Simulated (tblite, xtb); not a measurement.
F3Te (SMILES F[Te](F)F), doublet, at a GFN2-xTB geometry (the spin is typed, not shown lowest). Base run: GFN1-xTB run with xtb.

Geometry (Å):
```xyz
4

Te    -0.0230    -0.2100     0.2538
F     -1.8564    -0.2249    -0.5901
F      0.0339     1.3041    -0.9293
F      1.9555     0.1341     0.0527
```
Charge 0, spin multiplicity 2.
All else is at xtb's defaults.
Base energy -19.15210 Eh.

Programs used: tblite, xtb; a row that names a program was run with it.

Variants of this job, named by their change:

```tsv
change	ΔE vs base (kJ/mol)	dipole (D)	G_solv (kcal/mol)	SCF cycles
base	0.00	4.17	-	10
gbsa = acetonitrile	-11.25	4.35	-2.89	9
acc = 0.0001	0.00	4.17	-	13
alpb = hexane	-6.91	4.25	-1.69	10
program = tblite; method = gfn1; option = --spin-polarized	-8.65	-	-	-
acc = 30	0.00	4.17	-	9
acc = 1000	0.00	4.17	-	7
etemp = 1000	0.00	4.17	-	10
```

ALPB and GBSA are two models with their own fitted parameters for each solvent, which aren't always the measured dielectric constant.
